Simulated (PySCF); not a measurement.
Molecule: Si(F)(Cl)(Br)2, SMILES F[Si](Cl)(Br)Br (Br2ClFSi). Atoms near the plane z = 0.8 Å, at the PBE0/def2-SVP optimised geometry (x, y, z in Å): Si2 (-0.7, -1.0, 0.0), Cl3 (-1.4, -2.1, 1.6), Br4 (-1.5, 1.0, 0.0), Br5 (1.5, -1.0, 0.0).

Calculation: PySCF with PBE0/def2-TZVP. The values are rescaled to run from 0 to 1.

```
|-------------------------------|
|-------------------------------|
|-------------------------------|
|-------------------------------|
|-------------------------------|
|------::::---------------------|
|-----:::::---------------------|
|-----::::----------------------|
|-----:-------------------------|
|-------=====-------------------|
|------==+++=-------------------|
|------==++==-------------------|
|-------===---------------------|
|---------------:::-------------|
|----------==--::::-------------|
|-------------:::::-------------|
|-----::----::..::--------------|
|----:::::::.   .:----===--::---|
|----:::::::.   .----==+=-:::---|
|----::::---:.  :-==-=++=-::::--|
|-----:--=+*+=:.:----=++=-::::--|
|-------=+#@%*-::-----===-:::---|
|-------=*%@@#=:::----==---::---|
|-------=+*%%*=-:::-------------|
|-------==+**+--:::-------------|
|--------=====-::::-------------|
|---------==---::::-------------|
|---------------:---------------|
|-------------------------------|
|-------------------------------|
|-------------------------------|
```
Scale: ten equal steps from 0.000 (start of ' ') to 1.00 (end of '@'), in the order ' .:-=+*#%@'; x runs from -3.50 to 3.50, y from -3.50 (bottom) to 3.50 (top).

Problem. Which quantity is mapped?
A) deformation density (molecule minus spherical neutral atoms)
B) log10 of the electron density
C) an orbital amplitude
D) Laplacian of the electron density

Solution. A, deformation density (molecule minus spherical neutral atoms). In full: deformation density (molecule minus spherical neutral atoms) (e/bohr³).
